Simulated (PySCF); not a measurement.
## Orbital picture of EuBr

PBE at R = 2.718 Å; Eu ANO-RCC-VTZP, Br ANO-RCC-VTZP; spin-free X2C with a Gaussian nucleus (PySCF 2.14). State: nonet, about 7.0 electrons in the 4f shell (Mulliken). Only the outer orbitals are listed, counted within each symmetry.

| spin | orbital | occ. | ε (eV) | on Eu (%) | main shells (%) |
| --- | --- | --- | --- | --- | --- |
| α | 1φ | 1 | -4.08 | 100 | 100 Eu f |
| α | 1φ | 1 | -4.08 | 100 | 100 Eu f |
| α | 4δ | 1 | -4.03 | 100 | 100 Eu f |
| α | 4δ | 1 | -4.03 | 100 | 100 Eu f |
| α | 11π | 1 | -3.98 | 99 | 99 Eu f |
| α | 11π | 1 | -3.98 | 99 | 99 Eu f |
| α | 20σ | 1 | -3.98 | 99 | 92 Eu f |
| α | 21σ | 1 | -3.67 | 98 | 75 Eu s, 10 Eu d |
| α | 5δ | 0 | -2.06 | 100 | 100 Eu d |
| α | 5δ | 0 | -2.06 | 100 | 100 Eu d |
| α | 12π | 0 | -1.87 | 97 | 70 Eu d, 27 Eu p |
| β | 20σ | 0 | -2.55 | 100 | 91 Eu s |
| β | 4δ | 0 | -0.78 | 99 | 99 Eu d |
| β | 4δ | 0 | -0.78 | 99 | 99 Eu d |

**Question.** Which are the highest filled and the lowest empty level, where do they sit, and how wide is the gap?

**Answer.** Highest filled α 21σ at -3.67 eV (in %: 75 Eu s, 10 Eu d); lowest empty β 20σ at -2.55 eV (in %: 91 Eu s); the gap at PBE is 1.12 eV.

```json
{
 "bond order (Mayer)": "0.91",
 "⟨S²⟩": "20.007",
 "charge on Eu (Mulliken, basis-dependent)": "0.52",
 "charge on Eu (Löwdin, basis-dependent)": "-0.13",
 "dipole moment (positive dipole means Eu(−)Br(+))": "-5.17 D",
 "polarisability along the bond": "141.4 bohr³",
 "polarisability across the bond": "147.5 bohr³"
}
```

Spin–orbit coupling is left out. The state is the lowest single determinant that the PBE0 search found; with open d or f shells the true ground state can be another one.
